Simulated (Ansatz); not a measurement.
Basis-set series for `BrC1O[SiH2]1`. Charge 0, multiplicity 1. Geometry: relaxed with PBE0-D4/def2-TZVP.

```tsv
functional	basis	functions	energy (Eh)	HOMO (eV)	LUMO (eV)
PBE0-D4	def2-SVP	93	-2977.71541	-7.30	-0.79
PBE0-D4	def2-TZVPP	194	-2978.27248	-7.39	-1.13
ωB97M-V	def2-SVP	93	-2978.05180	-9.45	1.19
ωB97M-V	def2-TZVPP	194	-2978.61155	-9.57	0.66
```

(1) Give the rows for def2-QZVPP. (An estimate is asked.)

## Answers

(1) Computed: 
```json
{"functional": "PBE0-D4", "basis": "def2-QZVPP", "functions": "363", "energy (Eh)": "-2978.34173", "HOMO (eV)": "-7.41", "LUMO (eV)": "-1.21"}
{"functional": "ωB97M-V", "basis": "def2-QZVPP", "functions": "363", "energy (Eh)": "-2978.67783", "HOMO (eV)": "-9.59", "LUMO (eV)": "0.45"}
```

Positive LUMOs are unbound and depend on the basis. Scalar relativity is left out up to krypton.
